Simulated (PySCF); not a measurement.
4,4-difluorobuta-1,2-diene (C4H4F2), SMILES C=C=CC(F)F. Atoms are numbered in the order given.

```xyz
10

C      2.8005    -0.2535     0.0000
C      1.5700     0.1940     0.0000
C      0.3304     0.6257     0.0000
C     -0.8488    -0.2993     0.0000
F     -1.6287    -0.0581     1.0956
F     -1.6287    -0.0581    -1.0956
H      3.3347    -0.4449     0.9367
H      3.3347    -0.4449    -0.9367
H      0.0976     1.6971     0.0000
H     -0.5630    -1.3629     0.0000
```

Coordinates come from a TPSSh-D3(BJ)/def2-SVP optimisation. Other conformers were not sampled.

Method: HF/def2-TZVP (PySCF).

Symmetry labels are those of the subgroup Cs that the program uses (full group Cs).

Computed valence orbital energies around the gap with their symmetry:
```
orbital  symmetry  energy (eV)
-------  --------  -----------
HOMO−7         A"       -18.02
HOMO−6         A'       -17.57
HOMO−5         A"       -17.08
HOMO−4         A"       -17.00
HOMO−3         A'       -16.82
HOMO−2         A'       -14.63
HOMO−1         A'       -10.97
HOMO           A"       -10.95
LUMO           A'         3.48
LUMO+1         A"         3.54
LUMO+2         A'         4.32
LUMO+3         A'         4.82
```
